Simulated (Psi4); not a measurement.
HB, charge -1, doublet, at the geometry of the source list (a state made from the parent by changing its charge; the spin is typed, not shown lowest) (a gas-phase anion, which may not be bound at this level). Base run: HF/STO-3G run with Psi4 1.11.

Psi4 was given this input:
```
memory 2 GB

molecule {
-1 2
  B     0.32270000    0.09790000   -0.47190000
  H    -0.32270000   -0.09790000    0.47190000
}

set basis sto-3g
set reference uhf
set stability_analysis check
set scf_type pk

energy('scf')
print_variables()
```

The bond that is stretched is that between atoms 2 and 1. A test that says stable can miss a lower solution.

The base run was repeated with changes; each row names its change, and settings that it needs were set with it.

```tsv
change	ΔE vs base (mEh)	<S^2>
base	0.000	0.753
stability_analysis = follow; reference = uhf	0.000	0.753
bond × 1.25	4.523	0.755
stability_analysis = follow; reference = uhf; bond × 1.25	4.523	0.755
bond × 1.5	37.298	0.759
stability_analysis = follow; reference = uhf; bond × 1.5	37.298	0.759
bond × 1.8	80.112	0.887
stability_analysis = follow; reference = uhf; bond × 1.8	80.112	0.887
bond × 2.2	130.3	0.794
stability_analysis = follow; reference = uhf; bond × 2.2	120.8	1.149
bond × 3.0	175.3	0.805
stability_analysis = follow; reference = uhf; bond × 3.0	162.4	1.456
```

Psi4 reported an instability in these rows: bond × 2.2; stability_analysis = follow; reference = uhf; bond × 2.2; bond × 3.0; stability_analysis = follow; reference = uhf; bond × 3.0 (restricted rows aren't judged here).

A gas-phase anion may not be bound at this level; its values then depend on the basis.

On stretching, the SCF can end on different states; <S^2> shows the spin contamination of each.
